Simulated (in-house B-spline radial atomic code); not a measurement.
Configurations of neutral nickel, with energies counted from [Ar] 3d8 4s2. Computed with a B-spline radial code for spherical atoms: non-relativistic HSE06, spin-polarised, spherical fractional occupations, exact exchange averaged over the configuration, point nucleus. Shells without spins written out take the highest spin.

Occupations are held fixed; configurations that lie above the ionisation limit could autoionise.

| configuration | E - E(ref) (eV) | highest orbital | its <r> (bohr) |
| --- | --- | --- | --- |
| [Ar] 3d8 4s1 5p1 | 6.4245 | 5p up | 10.23 |
| [Ar] 3d7 4s2 4p1 | 8.5922 | 4p up | 3.463 |
| [Ar] 3d7 4s2 5s1 | 11.618 | 5s up | 7.544 |
| [Ne] 3s2 3p5 3d8 4s2 4p1 | 72.077 | 4p up | 3.451 |
| [Ne] 3s2 3p5 3d8 4s2 4f1 | 77.055 | 4f up | 16.78 |

Order these further configurations by energy, lowest first.
A. [Ar] 3d8 4s1 5s1
B. [Ne] 3s2 3p5 3d8 4s2 5d1
C. [Ne] 3s2 3p5 3d8 4s2 5f1
D. [Ar] 3d8 4s1 4f1
E. [Ar] 3d8 4s1 5d1

A (5.6292 eV), E (7.3185 eV), D (7.4529 eV), B (76.897 eV), C (77.348 eV).

How far above the reference does [Ar] 3d7 4s2 5p1 lie?

12.446 eV; its least bound orbital is 5p up with <r> = 9.733 bohr.
